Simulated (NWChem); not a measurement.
System: C₂H₄F₂OSi; SMILES C=CO[SiH](F)F

Excerpt of the output:

```
             Northwest Computational Chemistry Package (NWChem) 7.3.0
             --------------------------------------------------------

                             Geometry "geometry" -> ""
                             -------------------------

 Output coordinates in angstroms (scale by  1.889725989 to convert to a.u.)

  No.       Tag          Charge          X              Y              Z
 ---- ---------------- ---------- -------------- -------------- --------------
    1 C                    6.0000     0.53556700    -2.42680700     0.08489600
    2 C                    6.0000    -0.61263700    -1.82711500    -0.22822900
    3 O                    8.0000    -0.80192700    -0.48856300    -0.36730900
    4 Si                  14.0000     0.00327900     0.74971100     0.35516000
    5 F                    9.0000    -0.64613500     2.09040500    -0.22963900
    6 F                    9.0000     1.55576300     0.73994400    -0.06358800
    7 H                    1.0000     1.46434100    -1.87086200     0.23742600
    8 H                    1.0000     0.56498400    -3.51394000     0.16754400
    9 H                    1.0000    -1.53284700    -2.38763600    -0.42092700
   10 H                    1.0000    -0.09759400     0.72021900     1.82184100

 Effective nuclear repulsion energy (a.u.)     313.5088746061

  xc_inp: hfexch multiplicative factor not found.
                              NWChem Property Module
                              ----------------------

  itol2e modified to match energy
  convergence criterion.

                                 NWChem DFT Module
                                 -----------------

 Summary of "ao basis" -> "ao basis" (spherical)
 ------------------------------------------------------------------------------
       Tag                 Description            Shells   Functions and Types
 ---------------- ------------------------------  ------  ---------------------
 C                           sto-3g                  3        5   2s1p
 O                           sto-3g                  3        5   2s1p
 Si                          sto-3g                  5        9   3s2p
 F                           sto-3g                  3        5   2s1p
 H                           sto-3g                  1        1   1s

  itol2e modified to match energy
  convergence criterion.

            General Information
            -------------------
          SCF calculation type: DFT
          Wavefunction type:  closed shell.
          No. of atoms     :    10
          No. of electrons :    56
           Alpha electrons :    28
            Beta electrons :    28
          Charge           :     0
          Spin multiplicity:     1
          Use of symmetry is: off; symmetry adaption is: off
          Maximum number of iterations: 150
          AO basis - number of functions:    38
                     number of shells:    24
          Convergence on energy requested:  1.00D-07
          Convergence on density requested:  1.00D-05
          Convergence on gradient requested:  5.00D-04

              XC Information
              --------------
                     Hartree-Fock (Exact) Exchange  1.000

      Superposition of Atomic Density Guess
      -------------------------------------

 Sum of atomic energies:        -631.45444740

      Non-variational initial energy
      ------------------------------

 Total energy =    -632.007221
 1-e energy   =   -1509.688265
 2-e energy   =     564.172169
 HOMO         =      -0.078343
 LUMO         =       0.284990

   convergence    iter        energy       DeltaE   RMS-Dens  Diis-err
 ---------------- ----- ----------------- --------- --------- ---------
 d= 0,ls=0.0,diis     1   -632.5587975588 -9.46D+02  2.60D-02  5.64D-01
 d= 0,ls=0.0,diis     2   -632.6765172410 -1.18D-01  4.97D-03  3.20D-02
 d= 0,ls=0.0,diis     3   -632.6820993671 -5.58D-03  2.08D-03  2.71D-03
 d= 0,ls=0.0,diis     4   -632.6828203583 -7.21D-04  7.25D-04  3.86D-04
 d= 0,ls=0.0,diis     5   -632.6829101940 -8.98D-05  1.86D-04  1.41D-05
  Resetting Diis
 d= 0,ls=0.0,diis     6   -632.6829152545 -5.06D-06  5.74D-05  1.88D-06
 d= 0,ls=0.0,diis     7   -632.6829157126 -4.58D-07  8.37D-06  4.83D-08
 d= 0,ls=0.0,diis     8   -632.6829157281 -1.55D-08  5.92D-06  8.83D-09

         Total DFT energy =     -632.682915728100
      One electron energy =    -1506.799306572166
           Coulomb energy =      621.976921517531
    Exchange-Corr. energy =      -61.369405279600
 Nuclear repulsion energy =      313.508874606135

 Numeric. integr. density =        0.000000000000

                       DFT Final Molecular Orbital Analysis
                       ------------------------------------

 Vector   26  Occ=2.000000D+00  E=-4.092005D-01
              MO Center=  2.4D-01,  8.2D-01,  4.2D-01, r^2= 3.2D+00
   Bfn.  Coefficient  Atom+Function         Bfn.  Coefficient  Atom+Function
  ----- ------------  ---------------      ----- ------------  ---------------
    34      0.493645   6 F  pz               38     -0.486236  10 H  s
    29      0.466307   5 F  pz               32     -0.214243   6 F  px
    10      0.190123   2 C  pz               15      0.166631   3 O  pz
    33     -0.161210   6 F  py               24     -0.154139   4 Si pz
    28     -0.143834   5 F  py               27     -0.143109   5 F  px

 Vector   27  Occ=2.000000D+00  E=-3.734322D-01
              MO Center= -4.7D-01, -4.7D-01, -2.4D-01, r^2= 2.5D+00
   Bfn.  Coefficient  Atom+Function         Bfn.  Coefficient  Atom+Function
  ----- ------------  ---------------      ----- ------------  ---------------
    13      0.760716   3 O  px               32      0.282831   6 F  px
    37      0.236647   9 H  s                33      0.204057   6 F  py
    12     -0.202412   3 O  s                15      0.179610   3 O  pz
     3      0.178510   1 C  px               29      0.163357   5 F  pz
     8     -0.154910   2 C  px               38     -0.146144  10 H  s

 Vector   28  Occ=2.000000D+00  E=-2.751849D-01
              MO Center= -1.1D-01, -1.6D+00, -9.5D-02, r^2= 2.0D+00
   Bfn.  Coefficient  Atom+Function         Bfn.  Coefficient  Atom+Function
  ----- ------------  ---------------      ----- ------------  ---------------
     5      0.620220   1 C  pz               15     -0.546911   3 O  pz
    10      0.410448   2 C  pz               13      0.187401   3 O  px
    38      0.148598  10 H  s                 3     -0.129620   1 C  px
     8     -0.106534   2 C  px               32      0.069170   6 F  px
    12      0.066196   3 O  s                22      0.049112   4 Si px

[...]

          -----------------------------------------
          Chemical Shielding Tensors (GIAO, in ppm)
          -----------------------------------------

                                NWChem CPHF Module
                                ------------------

  scftype          =     RHF
  nclosed          =       28
  nopen            =        0
  variables        =      280
  # of vectors     =        3
  tolerance        = 0.10D-03
  level shift      = 0.00D+00
  max iterations   =       50
  max subspace     =       30

 SCF residual:    5.9154027674089924E-005

Iterative solution of linear equations
  No. of variables      280
  No. of equations        3
  Maximum subspace       30
        Iterations       50
       Convergence  1.0D-04

   iter   nsub   residual    time
   ----  ------  --------  ---------
     1      3    2.31D+00       4.4
     2      6    4.59D-01       4.8
     3      9    3.55D-02       5.2
     4     12    5.74D-03       5.5
     5     15    9.01D-04       5.9
     6     18    1.80D-04       6.2
     7     21    2.16D-05       6.5

      Atom:    1  C
        Diamagnetic
    261.7986     -4.3660      5.5964
     -4.3660    261.5488     -2.0729
      5.5964     -2.0729    240.1518

        Paramagnetic
   -109.1081    -47.3598    -18.8834
    -47.3598   -194.7171      1.2598
    -18.8834      1.2598    -19.8925

        Total Shielding Tensor
    152.6904    -51.7258    -13.2870
    -51.7258     66.8317     -0.8131
    -13.2870     -0.8131    220.2593

           isotropic =     146.5938
          anisotropy =     115.2434

          Principal Components and Axis System
                 1           2           3
              223.4227    174.0477     42.3110

      1        -0.2352      0.8728      0.4276
      2         0.0727     -0.4229      0.9032
      3         0.9692      0.2435      0.0361

      Atom:    2  C
        Diamagnetic
    259.4386     -2.8485      5.3113
     -2.8485    266.2312     -1.4899
      5.3113     -1.4899    241.1613

        Paramagnetic
   -159.2876    -54.4462    -22.0094
    -54.4462   -214.1221     -5.3942
    -22.0094     -5.3942    -60.3494

        Total Shielding Tensor
    100.1511    -57.2947    -16.6981
    -57.2947     52.1091     -6.8841
    -16.6981     -6.8841    180.8119

           isotropic =     111.0240
          anisotropy =     109.9726

          Principal Components and Axis System
                 1           2           3
              184.3391    136.0701     12.6629

      1        -0.2249      0.7991      0.5575
      2         0.0468     -0.5627      0.8254
      3         0.9733      0.2117      0.0892

      Atom:    3  O
        Diamagnetic
    369.0386      6.1483      8.7378
      6.1483    410.9068      6.4617
      8.7378      6.4617    365.4769

        Paramagnetic
      6.7836    -91.2482    -30.9696
    -91.2482    -68.7489    -54.5716
    -30.9696    -54.5716    113.2915

        Total Shielding Tensor
    375.8221    -85.0999    -22.2318
    -85.0999    342.1579    -48.1099
    -22.2318    -48.1099    478.7685

           isotropic =     398.9162
          anisotropy =     143.0630

          Principal Components and Axis System
                 1           2           3
              494.2915    442.3003    260.1567

      1         0.0621      0.7938      0.6050
      2        -0.3324     -0.5552      0.7625
      3         0.9411     -0.2485      0.2293

      Atom:    4  Si
        Diamagnetic
    865.6111      0.3165      0.8688
      0.3165    869.2398      0.8117
      0.8688      0.8117    859.3300

        Paramagnetic
   -259.5769     -3.0794      0.0684
     -3.0794   -261.7130     -2.2893
      0.0684     -2.2893   -308.0996

        Total Shielding Tensor
    606.0342     -2.7628      0.9372
     -2.7628    607.5268     -1.4776
      0.9372     -1.4776    551.2304

           isotropic =     588.2638
          anisotropy =      32.1458

          Principal Components and Axis System
                 1           2           3
              609.6943    603.9191    551.1780

      1        -0.6071      0.7945     -0.0158
      2         0.7941      0.6073      0.0254
      3        -0.0298     -0.0029      0.9996

      Atom:    5  F
        Diamagnetic
    448.8529    -15.5852      6.5647
    -15.5852    475.4717    -13.6663
      6.5647    -13.6663    446.3326

        Paramagnetic
    168.1242     99.0954    -24.0323
     99.0954     20.7384     66.0668
    -24.0323     66.0668    152.3127

        Total Shielding Tensor
    616.9771     83.5102    -17.4676
     83.5102    496.2101     52.4005
    -17.4676     52.4005    598.6453

           isotropic =     570.6108
          anisotropy =     135.6989

          Principal Components and Axis System
                 1           2           3
              661.0767    615.5024    435.2533

      1         0.8563     -0.2991     -0.4210
      2         0.4877      0.2004      0.8497
      3         0.1698      0.9329     -0.3175

      Atom:    6  F
        Diamagnetic
    484.4845      0.8849    -10.6521
      0.8849    444.2998      0.0456
    -10.6521      0.0456    443.4182

        Paramagnetic
    -43.2513      6.4193     46.4265
      6.4193    204.7931      2.6807
     46.4265      2.6807    148.5567

        Total Shielding Tensor
    441.2331      7.3043     35.7744
      7.3043    649.0929      2.7263
     35.7744      2.7263    591.9749

           isotropic =     560.7670
          anisotropy =     133.3339

          Principal Components and Axis System
                 1           2           3
              649.6563    599.6680    432.9767

      1         0.0481      0.2157      0.9753
      2         0.9959     -0.0855     -0.0302
      3         0.0769      0.9727     -0.2189

      Atom:    7  H
        Diamagnetic
     38.3237      3.3844      2.8431
      3.3844     32.5798      0.6349
      2.8431      0.6349     23.2603

        Paramagnetic
     -6.7262     -6.4842     -1.9365
     -6.4842     -3.9845     -1.2072
     -1.9365     -1.2072      3.1016

        Total Shielding Tensor
     31.5975     -3.0998      0.9066
     -3.0998     28.5953     -0.5723
      0.9066     -0.5723     26.3619

           isotropic =      28.8516
          anisotropy =       7.2685

          Principal Components and Axis System
                 1           2           3
               33.6972     26.6523     26.2052

      1         0.8384      0.5321     -0.1185
      2        -0.5256      0.8467      0.0832
      3         0.1446     -0.0075      0.9895

      Atom:    8  H
        Diamagnetic
     27.0092     -2.3644      0.8322
     -2.3644     42.8042     -1.6568
      0.8322     -1.6568     24.5568

        Paramagnetic
      2.1132     -0.6495     -0.1541
     -0.6495    -13.5419      0.8605
     -0.1541      0.8605      2.1951

        Total Shielding Tensor
     29.1225     -3.0139      0.6782
     -3.0139     29.2623     -0.7963
      0.6782     -0.7963     26.7520

           isotropic =      28.3789
          anisotropy =       6.0315

          Principal Components and Axis System
                 1           2           3
               32.3999     26.5717     26.1651

      1        -0.6857     -0.2509      0.6833
      2         0.7048      0.0055      0.7094
      3        -0.1817      0.9680      0.1731

      Atom:    9  H
        Diamagnetic
     37.5756      7.4590      3.1941
      7.4590     32.4932      1.5321
      3.1941      1.5321     24.1151

        Paramagnetic
     -8.9523     -8.0682     -2.0007
     -8.0682     -5.2332     -1.6879
     -2.0007     -1.6879      0.6114

        Total Shielding Tensor
     28.6232     -0.6092      1.1934
     -0.6092     27.2601     -0.1559
      1.1934     -0.1559     24.7266

           isotropic =      26.8700
          anisotropy =       3.4455

          Principal Components and Axis System
                 1           2           3
               29.1669     27.0529     24.3900

      1         0.9144      0.2999     -0.2721
      2        -0.3131      0.9497     -0.0055
      3         0.2567      0.0902      0.9623

      Atom:   10  H
        Diamagnetic
     26.4026      0.0346     -0.7649
      0.0346     28.1176      0.9950
     -0.7649      0.9950     41.0442

        Paramagnetic
      0.3309     -0.0053     -0.3419
     -0.0053     -0.7003     -0.2426
     -0.3419     -0.2426     -3.4975

        Total Shielding Tensor
     26.7335      0.0293     -1.1067
      0.0293     27.4172      0.7524
     -1.1067      0.7524     37.5467

           isotropic =      30.5658
          anisotropy =      10.7205

          Principal Components and Axis System
                 1           2           3
               37.7128     27.3777     26.6069

      1        -0.0998      0.1436      0.9846
      2         0.0722      0.9880     -0.1368
      3         0.9924     -0.0575      0.1090
```

Level: Hartree-Fock/STO-3G, GIAO. STO-3G and 3-21G are far too small for this property and stand as cheap habits. All runs use the structure optimised with PBE0/def2-SVP. NWChem prints the field gradient with the sign opposite to the second derivative of the potential. The printed shielding anisotropy is the first printed principal value minus the mean of the other two.

Question: Write an input that gives this output.

Answer: One answer among several that fit: the input that was run:
```
start job
memory heap 200 mb stack 900 mb global 1100 mb
geometry units angstroms noautosym nocenter noautoz
  C      0.535567    -2.426807     0.084896
  C     -0.612637    -1.827115    -0.228229
  O     -0.801927    -0.488563    -0.367309
  Si     0.003279     0.749711     0.355160
  F     -0.646135     2.090405    -0.229639
  F      1.555763     0.739944    -0.063588
  H      1.464341    -1.870862     0.237426
  H      0.564984    -3.513940     0.167544
  H     -1.532847    -2.387636    -0.420927
  H     -0.097594     0.720219     1.821841
end
basis spherical
  C library sto-3g
  O library sto-3g
  Si library sto-3g
  F library sto-3g
  H library sto-3g
end
dft
  xc hfexch
  iterations 150
end
property
  shielding
  efieldgrad
end
task dft property
```
